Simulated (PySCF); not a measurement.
## Dipole moment and polarisability of `[H]/N=C/CB(F)F`

Compound: C2H4BF2N.
Atom-mapped SMILES: `[H]/[N:1]=[CH:2]/[CH2:3][B:4]([F:5])[F:6]` (hydrogens: H7 on N1; H8 on C2; H9, H10 on C3)

Structure used (PBE0-D3(BJ)/def2-SVP), in Å, numbered top down from 1:
```
atom  x, y, z in Å
N1    -1.7722    0.9331   -0.3482
C2    -0.9969    0.1073    0.2195
C3     0.1894   -0.4638   -0.4855
B4     1.5590   -0.0491    0.1481
F5     1.6425    0.4264    1.3775
F6     2.6916   -0.1887   -0.5123
H7    -2.5105    1.2276    0.2974
H8    -1.1286   -0.2251    1.2688
H9     0.1651   -1.5702   -0.4365
H10    0.1641   -0.1892   -1.5514
```

Level: CAM-B3LYP/def2-SVPD (PySCF), static field, nuclei fixed, core orbitals frozen in the response. The polarisability tensor in these axes (au):

```
x   52.36 -7.43  0.08
y   -7.43 41.38 -0.64
z    0.08 -0.64 42.96
```

Q: Diagonalise the tensor; give its mean and Δα, where Δα² is half the sum of the squared differences of the eigenvalues.

A: Principal values 37.58, 43.00 and 56.11 au; mean 45.56 au = 6.75 Å³ = 7.51 × 10⁻⁴⁰ C²·m²/J; Δα = 16.51 au (36 % of the mean).

Q: What is the dipole moment, and where does it point?

A: (-0.84, -1.50, 1.07) D, 2.03 D in size, pointing from the negative to the positive side. Measured along this direction, the outermost atoms are F6 at the negative end and H8 at the positive end.

Q: Refractivity n − 1 of an ideal gas of it at 500 K and 1 atm, from the electronic α?

A: N = p/kT = 1.4678 × 10¹⁹ cm⁻³, so n − 1 = 2π × N × 6.75 × 10⁻²⁴ cm³ = 623 × 10⁻⁶ at long wavelengths, for an ideal gas.

Q: In TDDFT the mean static polarisability is Σ f/ω² over all singlet excitations (ω in hartree). How much of it do the 10 lowest give? Their energies (eV) and oscillator strengths: 5.47, 0.0019; 7.27, 0.0044; 7.65, 0.0055; 8.03, 0.0773; 8.12, 0.0140; 8.43, 0.0430; 8.44, 0.2590; 8.99, 0.1385; 9.04, 0.0453; 9.16, 0.0202.

A: They add up to 6.23 au, 13.7 % of the 45.56 au; the largest single term is 2.69 au, from the state at 8.44 eV. Terms in order: 0.05, 0.06, 0.07, 0.89, 0.16, 0.45, 2.69, 1.27, 0.41, 0.18 au. Higher excitations give the rest. The strengths listed sum to 0.609.

Q: Find the Langevin capture rate constant for H3O+ (19.018 u) meeting this molecule (91.040 u), k = 2.342 × 10⁻⁹ cm³/s × √(α in Å³ / reduced mass in u).

A: The reduced mass is 15.73 u, so k = 1.53 × 10⁻⁹ cm³/s. The formula leaves out the permanent dipole, which adds to the capture rate.

Q: Rayleigh depolarisation ratio (linearly polarised light, static tensor)?

A: ρ = 3Δα²/(45ᾱ² + 4Δα²) = 817.5/(93423 + 1090.0) = 0.00865.

Q: Give the principal axes and the span of the nuclei along them.

A: Largest value along (0.89, -0.45, 0.03), where the nuclei span 5.26 Å; middle along (-0.07, -0.08, 0.99), 2.90 Å; least along (0.45, 0.89, 0.10), 2.61 Å. The response follows the extents in order.

The structure is a single PBE0-D3(BJ)/def2-SVP conformer in the gas phase; no vibrational or solvent corrections.
